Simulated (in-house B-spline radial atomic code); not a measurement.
Successive ionisation energies of promethium; each step leads to the configuration of the next row (after the last: [Kr] 4d3). Dirac energy differences include first-order Breit, QED and recoil terms. NIST's values go from ground level to ground level; the uncertainty of those that are theory runs from under 0.1 % in few-electron ions to several per cent in heavy many-electron ones. Computed with an all-electron radial atomic-structure program (B-spline basis): Dirac-Hartree-Fock, average of the configuration, finite nuclei.

```tsv
ion	configuration	ionisation energy (eV)	tabulated value (eV)	tabulated kind	computed minus tabulated (eV)	highest orbital	largest mean radius (bohr)
Pm10+	[Kr] 4d10 4f3 5s2	165.6	174	tabulated theory	-8.4	4f7/2	1.2752
Pm11+	[Kr] 4d10 4f2 5s2	193.5	202	tabulated theory	-8.5	4f7/2	1.2447
Pm12+	[Kr] 4d10 4f1 5s2	222.9	229	tabulated theory	-6.1	4f7/2	1.2157
Pm13+	[Kr] 4d10 5s2	248.0	248	tabulated theory	0.0	5s1/2	1.1883
Pm14+	[Kr] 4d10 5s1	?	?	tabulated theory	?	?	?
Pm15+	[Kr] 4d10	432.3	430	tabulated theory	2.3	4d5/2	0.64704
Pm16+	[Kr] 4d9	466.4	462	tabulated theory	4.4	4d5/2	0.63823
Pm17+	[Kr] 4d8	501.1	497	tabulated theory	4.1	4d5/2	0.63006
Pm18+	[Kr] 4d7	536.6	534	tabulated theory	2.6	4d5/2	0.62218
Pm19+	[Kr] 4d6	?	?	tabulated theory	?	?	?
Pm20+	[Kr] 4d5	?	?	tabulated theory	?	?	?
Pm21+	[Kr] 4d4	647.0	651	tabulated theory	-4.0	4d5/2	0.60001
```

Question: Fill in the row of Pm14+.

Answer: ionisation energy (eV): 268.3; tabulated value (eV): 269; computed minus tabulated (eV): -0.7; highest orbital: 5s1/2; largest mean radius (bohr): 1.1723.

Question: Fill in the row of Pm19+.

Answer: ionisation energy (eV): 572.7; tabulated value (eV): 569; computed minus tabulated (eV): 3.7; highest orbital: 4d5/2; largest mean radius (bohr): 0.61455.

Question: Fill in the row of Pm20+.

Answer: ionisation energy (eV): 609.6; tabulated value (eV): 609; computed minus tabulated (eV): 0.6; highest orbital: 4d5/2; largest mean radius (bohr): 0.60717.

Question: Where is the largest jump?

Answer: From Pm14+ to Pm15+, by a factor of 1.61 (268.27 to 432.28 eV); the highest orbital goes from 5s1/2 to 4d5/2.

Where a p, d or f electron is removed, the computed value is a mean over both j, so it misses the tabulated one by a part of the spin-orbit splitting; averaging over terms and missing correlation add to the gap, relatively most at low charge.
